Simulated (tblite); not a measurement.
A tight-binding relaxation on `CC[C@@H](C)[Ge@H]([NH2])[NH]C`.

Computed with GFN2-xTB geometry optimisation, gas phase (tblite 0.8.0). Start geometry: from a force field or distance geometry. A driver script takes a list of jobs; this job's settings line and coordinates (Å) are shown.

Command:
```bash
OMP_NUM_THREADS=1 python probes_run.py task.json out
```

Input:
```
{"job": {"kind": "relax", "xc": "GFN2-xTB", "basis": "xTB"}, "charge": 0, "multiplicity": 1}
C     -2.245100     0.918400     1.289600
C     -2.001000     0.267900    -0.075000
C     -0.655000    -0.514100    -0.103700
C     -0.577800    -1.341400    -1.392500
Ge     0.877600     0.703200    -0.008900
N      0.770100     1.953200    -1.399400
N      2.491400    -0.234700    -0.165700
C      2.599500    -1.186000     0.942800
H     -2.181900     0.167300     2.107400
H     -3.277300     1.360200     1.303400
H     -1.529100     1.735200     1.476100
H     -2.838300    -0.443700    -0.259600
H     -2.020400     1.039800    -0.851500
H     -0.611600    -1.201300     0.760200
H     -0.588600    -0.686000    -2.279900
H     -1.438100    -2.050400    -1.430300
H      0.355400    -1.949100    -1.381400
H      0.875600     1.448200     1.340300
H     -0.021400     2.592900    -1.161900
H      1.648800     2.532800    -1.337300
H      2.456300    -0.770100    -1.052700
H      1.774500    -1.939400     0.892500
H      3.570000    -1.717400     0.882500
H      2.554800    -0.665900     1.912800
```

Give the output.

```
step      E/eV     max force
  0    -724.17781    1.435
  1    -724.33396    0.605
  2    -724.39281    0.503
  3    -724.41407    0.340
  4    -724.43592    0.362
  5    -724.45219    0.322
  6    -724.47004    0.282
  7    -724.48571    0.355
  8    -724.49995    0.288
  9    -724.50831    0.180
... (113 lines left out)
123    -724.61565    0.017
124    -724.61570    0.024
125    -724.61576    0.023
126    -724.61582    0.017
127    -724.61588    0.018
128    -724.61594    0.023
129    -724.61602    0.030
130    -724.61608    0.027
131    -724.61612    0.014
132    -724.61614    0.010
```

«max force» is the largest atomic force in eV/Å.

From which step on does the largest force stay under 0.1 eV/Å, and how much energy is left to gain from there?

From step 38 (0.073 eV/Å), 18.1 meV above the end.

Main results: energy lowered by 10.1 kcal/mol over 132 steps; largest atomic force 0.010 eV/Å at the end.

Where do the atoms end?

0.325 Å rms from the input after alignment:
```
atom  x, y, z in Å
C1    -2.3763    1.0952    1.1627
C2    -2.1415    0.2876   -0.1054
C3    -0.8607   -0.5389   -0.0527
C4    -0.7124   -1.3686   -1.3219
Ge5    0.8031    0.5866    0.1887
N6     0.8053    1.8283   -1.1478
N7     2.4185   -0.2197   -0.0681
C8     2.9399   -1.2294    0.8325
H9    -2.3837    0.4416    2.0326
H10   -3.3304    1.6161    1.1150
H11   -1.5873    1.8344    1.2970
H12   -2.9889   -0.3881   -0.2619
H13   -2.0984    0.9603   -0.9655
H14   -0.9282   -1.2171    0.8042
H15   -0.5930   -0.7148   -2.1846
H16   -1.5899   -1.9944   -1.4844
H17    0.1610   -2.0166   -1.2603
H18    0.9481    1.1387    1.6125
H19    0.0017    2.4369   -1.1990
H20    1.6387    2.3957   -1.2042
H21    2.6087   -0.4633   -1.0309
H22    2.5252   -2.2299    0.6608
H23    4.0266   -1.2874    0.7351
H24    2.7020   -0.9334    1.8533
```

The run took 2.1 s of wall time on one thread of an Arm Neoverse N1, shared host with 64 logical CPUs at a one-minute load of 62.
Labels such as C1 count atoms from 1, the log's own numbers from 0.
